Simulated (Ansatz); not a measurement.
Abridged output of a molecular run in Ansatz:

```
Functional definition: HF
1266 factors; integrals over basis functions are off by at most 9.3e-4 eV
mean field evaluation 1: about -141748.4528 eV, gradient 2.6e1 eV
mean field evaluation 2: about -141748.5951 eV, gradient 2.6e1 eV
mean field evaluation 4: about -141750.5506 eV, gradient 2.6e0 eV
mean field evaluation 8: about -141750.5847 eV, gradient 2.2e-1 eV
mean field -141750.58493613 eV, -5209.2379144053 hartree, gradient 2.1e-6 eV, S^2 0.000000; 0 other end points of the search recorded, 0 dependent functions left out
20 core orbitals not correlated: weight in the atoms' cores, before any rotation towards them, 1.000 or more for the frozen orbitals, at most 0.000 for the correlated occupied ones
reference -141750.58493613 eV, -5209.2379144053 hartree; 22, 22 occupied and 158, 158 virtual orbitals, 1266 factors
second order -22.49975103 eV of doubles, -0.00000000 eV of singles
cycle   1  -22.58922292 eV  change   -8.9e-2 eV  update   9.5e-2
cycle   2  -23.09068084 eV  change   -5.0e-1 eV  update   2.6e-2
cycle   3  -23.17574068 eV  change   -8.5e-2 eV  update   1.4e-2
cycle   4  -23.15805376 eV  change    1.8e-2 eV  update   4.2e-3
cycle   5  -23.15852349 eV  change   -4.7e-4 eV  update   2.0e-3
cycle   6  -23.15854833 eV  change   -2.5e-5 eV  update   5.1e-4
cycle   7  -23.15829609 eV  change    2.5e-4 eV  update   1.6e-4
cycle   8  -23.15837997 eV  change   -8.4e-5 eV  update   4.2e-5
cycle   9  -23.15839145 eV  change   -1.1e-5 eV  update   1.5e-5
perturbative correction -0.87784249 eV, -0.0322601166 hartree
Total energy: -141774.62117007 eV, -5210.1212297105 hartree
```

Its atoms:

Z-matrix (Å, degrees):
```
C
B 1 1.550
H 1 1.095 2 109.7
H 1 1.095 2 109.6 3 115.6
H 1 1.089 2 113.5 3 -122.3
Br 2 1.913 1 120.2 3 -57.0
Br 2 1.909 1 122.0 3 123.1
```

Question: Which basis set was used?
A. def2-SVPD
B. def2-TZVPP
C. def2-TZVPPD
D. def2-SVP

Answer: B. It gives 200 functions.

Question: Write the keys of the input that set method, charge and spin (a neutral closed shell needs none for the last two).

Answer: 
```yaml
correlation: {method: ccsd_t}
```
